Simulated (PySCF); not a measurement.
Simulation results for BH3O2Si, B3H2O, CH5B2Si, B2ClH2 and others

Calculation on a computer-drawn molecule: the log of a Hartree-Fock and frozen-core CCSD(T) single point meant for a local Hartree-Fock minimum, with one planted fault or none, to be diagnosed. Offsets are logged minus clean, where the clean run is the same molecule without the fault. The reference is restricted for singlets and unrestricted otherwise, and also for a bond in bohr or an excited solution. Adding or removing an electron swaps singlet and doublet. The excited solution moves the top pair (singlet) or top alpha electron (doublet) to the lowest empty orbital. Highest occupied and lowest empty are orbital energies over both spins, largest force is the largest gradient component, triples share is (T) over the correlation energy, the T1 limit is 0.02 restricted and 0.045 unrestricted, electrons count all cores, a negative frequency is imaginary (commonest isotopes), and the dipole is about the centre of nuclear charge. Program: PySCF 2.14.0.

Common to all runs: meant multiplicity 1; logged SCF converged yes; possible faults no fault, one electron removed, one electron added, multiplicity raised by two, geometry at a saddle point, SCF held on an excited solution, minimal basis STO-3G, one bond length entered in bohr, all coordinates scaled.

(1) BH3O2Si

Logged structure:
```xyz
7
BH3O2Si
B     -2.3984    -2.6360    -0.7405
O     -2.6411    -1.4788    -0.0776
Si    -1.5955    -0.4469     0.7540
O     -2.6825     0.6791     1.2366
H     -1.2809    -3.0826    -0.8014
H     -3.3203    -3.2016    -1.2625
H     -3.5977     0.5822     1.0027
```

| Property | Result |
| --- | --- |
| meant charge | 0 |
| meant basis | cc-pV(D+d)Z |
| logged electrons | 38 |
| logged basis functions | 27 |
| logged spin squared | 0 |
| logged highest occupied | -7.0214 eV |
| logged lowest empty | 6.3451 eV |
| logged largest force | 0.042509 hartree/bohr |
| logged T1 diagnostic | 0.024832 |
| logged D1 diagnostic | 0.081747 |
| logged triples share | 0.048059 |
| logged CC converged | yes |
| logged dipole magnitude | 0.64819 debye |
| logged SCF stable within its kind | yes |
| logged energy HF | -459.47043 hartree |
| logged energy CCSD(T) | -459.66731 hartree |
| planted fault | minimal basis STO-3G |
| HF energy offset from clean run | 3592 kcal/mol |
| CCSD(T) energy offset from clean run | 3832 kcal/mol |

Drawn bonds:
```
atom  other atom  order
   1           2      1
   2           3      1
   3           4      1
   1           5      1
   1           6      1
   4           7      1
```

Notes: T1 above single-reference limit.

(2) B3H2O

Logged structure:
```xyz
6
B3H2O
B      0.8249     0.9508     0.3055
B      1.1200    -0.2362    -0.9172
B      1.4082    -1.3992    -2.1155
O      1.6068    -2.2030    -2.9437
H      0.0482     0.6690     1.1600
H      1.4165     1.9782     0.2191
```

| Quantity | Value |
| --- | --- |
| meant charge | 1 |
| meant basis | cc-pVDZ |
| logged electrons | 24 |
| logged basis functions | 66 |
| logged spin squared | 0 |
| logged highest occupied | -19.712 eV |
| logged lowest empty | -7.6875 eV |
| logged largest force | 3.805e-05 hartree/bohr |
| logged lowest frequency | 147.88 cm⁻¹ |
| logged T1 diagnostic | 0.025385 |
| logged D1 diagnostic | 0.068396 |
| logged triples share | 0.034647 |
| logged CC converged | yes |
| logged dipole magnitude | 7.0154 debye |
| logged SCF stable within its kind | yes |
| logged energy HF | -149.73741 hartree |
| logged energy CCSD(T) | -150.16566 hartree |
| planted fault | no fault |
| HF energy offset from clean run | 0 kcal/mol |
| CCSD(T) energy offset from clean run | 0 kcal/mol |

Drawn bonds:
```
atom  other atom  order
   1           2      1
   2           3      1
   3           4      2
   1           5      1
   1           6      1
```

Notes: T1 above single-reference limit.

(3) CH5B2Si

Logged structure:
```xyz
9
CH5B2Si
B     -0.6419    -0.9437     0.3615
B      0.1947     0.0014     1.5002
C      0.9230     0.7619     2.4567
Si     2.3931     0.1489     3.1690
H     -1.6418    -0.5129    -0.1195
H     -0.2098    -2.0150     0.0704
H      0.5598     1.7455     2.7511
H      3.1513     0.9192     4.1514
H      2.9082    -1.1677     2.7950
```

| Item | Value |
| --- | --- |
| meant charge | 1 |
| meant basis | cc-pV(D+d)Z |
| logged electrons | 34 |
| logged basis functions | 90 |
| logged spin squared | 2.0167 |
| logged highest occupied | -12.142 eV |
| logged lowest empty | -6.6885 eV |
| logged largest force | 0.066429 hartree/bohr |
| logged T1 diagnostic | 0.017324 |
| logged D1 diagnostic | 0.069254 |
| logged triples share | 0.028869 |
| logged CC converged | yes |
| logged dipole magnitude | 1.3835 debye |
| logged SCF stable within its kind | yes |
| logged energy HF | -378.66729 hartree |
| logged energy CCSD(T) | -379.06085 hartree |
| planted fault | multiplicity raised by two |
| HF energy offset from clean run | 58.56 kcal/mol |
| CCSD(T) energy offset from clean run | 74.93 kcal/mol |

Drawn bonds:
```
atom  other atom  order
   1           2      1
   2           3      1
   3           4      2
   1           5      1
   1           6      1
   3           7      1
   4           8      1
   4           9      1
```

(4) B2ClH2

Logged structure:
```xyz
5
B2ClH2
B     -0.2543     0.1504    -1.7425
B     -1.7956     0.1420    -0.9531
Cl    -3.2318     0.1340    -0.2175
H      0.6795    -0.2118    -1.1066
H     -0.2278     0.5179    -2.8703
```

| Item | Value |
| --- | --- |
| meant charge | 1 |
| meant basis | cc-pV(D+d)Z |
| logged electrons | 27 |
| logged basis functions | 61 |
| logged spin squared | 0.7629 |
| logged highest occupied | -25.986 eV |
| logged lowest empty | -17.256 eV |
| logged largest force | 0.11204 hartree/bohr |
| logged T1 diagnostic | 0.08272 |
| logged D1 diagnostic | 0.40587 |
| logged triples share | 0.040988 |
| logged CC converged | yes |
| logged dipole magnitude | 11.367 debye |
| logged SCF stable within its kind | yes |
| logged energy HF | -509.05543 hartree |
| logged energy CCSD(T) | -509.35708 hartree |
| planted fault | one electron removed |
| HF energy offset from clean run | 427.7 kcal/mol |
| CCSD(T) energy offset from clean run | 439 kcal/mol |

Drawn bonds:
```
atom  other atom  order
   1           2      1
   2           3      1
   1           4      1
   1           5      1
```

Notes: T1 above single-reference limit.

(5) AlB2H3N

Logged structure:
```xyz
7
AlB2H3N
B      1.5571     2.1503    -1.9201
B      0.9242     1.0077    -0.8133
N      0.4523     0.1557     0.0116
Al    -0.1667    -0.9626     1.0972
H      1.7508     3.2651    -1.5515
H      1.7903     1.8061    -3.0351
H     -0.7338    -1.9871     2.0919
```

| Item | Value |
| --- | --- |
| meant charge | 1 |
| meant basis | cc-pV(D+d)Z |
| logged electrons | 32 |
| logged basis functions | 80 |
| logged spin squared | 0 |
| logged highest occupied | -9.6284 eV |
| logged lowest empty | -11.402 eV |
| logged largest force | 0.20158 hartree/bohr |
| logged CC converged | no |
| logged dipole magnitude | 5.6029 debye |
| logged SCF stable within its kind | no |
| logged energy HF | -346.71049 hartree |
| planted fault | SCF held on an excited solution |
| HF energy offset from clean run | 345.8 kcal/mol |

Drawn bonds:
```
atom  other atom  order
   1           2      1
   2           3      1
   3           4      2
   1           5      1
   1           6      1
   4           7      1
```

Notes: CCSD not converged.

(6) AlB2H3N

Structure as in entry 5.

| Item | Value |
| --- | --- |
| meant charge | 1 |
| meant basis | cc-pV(D+d)Z |
| logged electrons | 31 |
| logged basis functions | 80 |
| logged spin squared | 0.8292 |
| logged highest occupied | -22.686 eV |
| logged lowest empty | -14.544 eV |
| logged largest force | 0.071518 hartree/bohr |
| logged T1 diagnostic | 0.029177 |
| logged D1 diagnostic | 0.10095 |
| logged triples share | 0.038107 |
| logged CC converged | yes |
| logged dipole magnitude | 4.6347 debye |
| logged SCF stable within its kind | yes |
| logged energy HF | -346.66537 hartree |
| logged energy CCSD(T) | -347.04186 hartree |
| planted fault | one electron removed |
| HF energy offset from clean run | 374.1 kcal/mol |
| CCSD(T) energy offset from clean run | 383.8 kcal/mol |

Drawn bonds:
```
atom  other atom  order
   1           2      1
   2           3      1
   3           4      2
   1           5      1
   1           6      1
   4           7      1
```

(7) AlB2H3N

Structure as in entry 5.

| Item | Value |
| --- | --- |
| meant charge | 1 |
| meant basis | cc-pV(D+d)Z |
| logged electrons | 32 |
| logged basis functions | 27 |
| logged spin squared | 0 |
| logged highest occupied | -14.667 eV |
| logged lowest empty | 0.18583 eV |
| logged largest force | 0.03476 hartree/bohr |
| logged T1 diagnostic | 0.020229 |
| logged D1 diagnostic | 0.059101 |
| logged triples share | 0.041402 |
| logged CC converged | yes |
| logged dipole magnitude | 5.5628 debye |
| logged SCF stable within its kind | yes |
| logged energy HF | -343.11253 hartree |
| logged energy CCSD(T) | -343.31768 hartree |
| planted fault | minimal basis STO-3G |
| HF energy offset from clean run | 2604 kcal/mol |
| CCSD(T) energy offset from clean run | 2721 kcal/mol |

Drawn bonds:
```
atom  other atom  order
   1           2      1
   2           3      1
   3           4      2
   1           5      1
   1           6      1
   4           7      1
```

Notes: T1 above single-reference limit.

(8) AlB2FH3

Logged structure:
```xyz
7
AlB2FH3
B      1.2295    -2.2288    -1.5853
B      0.4346    -2.9190    -0.0947
Al    -1.1543    -1.5870     1.0752
F     -2.3226    -0.6019     1.9314
H      0.6741    -2.3967    -2.7470
H      2.3285    -1.5466    -1.4714
H      0.5744    -4.0654     0.4891
```

| Property | Result |
| --- | --- |
| meant charge | 1 |
| meant basis | cc-pV(D+d)Z |
| logged electrons | 34 |
| logged basis functions | 80 |
| logged spin squared | 0 |
| logged highest occupied | -16.492 eV |
| logged lowest empty | -5.3348 eV |
| logged largest force | 0.04576 hartree/bohr |
| logged T1 diagnostic | 0.019181 |
| logged D1 diagnostic | 0.04207 |
| logged triples share | 0.024778 |
| logged CC converged | yes |
| logged dipole magnitude | 4.0642 debye |
| logged SCF stable within its kind | yes |
| logged energy HF | -392.18982 hartree |
| logged energy CCSD(T) | -392.62785 hartree |
| planted fault | all coordinates scaled, by +8.6 % |
| HF energy offset from clean run | 20.78 kcal/mol |
| CCSD(T) energy offset from clean run | 16.2 kcal/mol |

Drawn bonds:
```
atom  other atom  order
   1           2      1
   2           3      1
   3           4      1
   1           5      1
   1           6      1
   2           7      1
```
